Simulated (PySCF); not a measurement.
Radial density of Ge⁺ (germanium, charge +1)

UHF, [Ar] 3d10 4s2 4p1, 2P determinant. Computed with PySCF 2.14 in aug-cc-pwCVTZ-PP with ECP10MDF (8s7p6d4f1g, 96 functions), with a scalar-relativistic core potential. This is the valence pseudo-density: the core potential removes the inner electrons and smooths the orbitals near the nucleus.

```
r (bohr)  4πr²ρ (e/bohr)  4πr²(ρα − ρβ)
0.000946       1.039e-05         0.0000
 0.00159       2.921e-05         0.0000
 0.00268       8.123e-05         0.0000
 0.00450       0.0002194         0.0000
 0.00757       0.0005542         0.0000
  0.0127        0.001261         0.0000
  0.0214        0.002668         0.0000
  0.0360        0.006245         0.0000
  0.0606         0.03477         0.0000
   0.102          0.3307        -0.0004
   0.171           2.475        -0.0015
   0.288           12.06         0.0121
   0.485           28.37         0.0451
   0.816           16.64        -0.0124
    1.37           3.561         0.2351
    2.31           1.428         0.4581
    3.88          0.2298         0.1312
    6.53        0.004351         0.0037
    11.0       1.071e-05         0.0000
```

Energies and moments cover only the electrons outside the core potential.

(1) Where is the radial spin density 4πr²(ρα − ρβ) most negative, and why is it negative at all?

## Answers

(1) Around r = 0.816 bohr, down to -0.0124 e/bohr: exchange with the open shell polarises the paired shells in an unrestricted calculation.
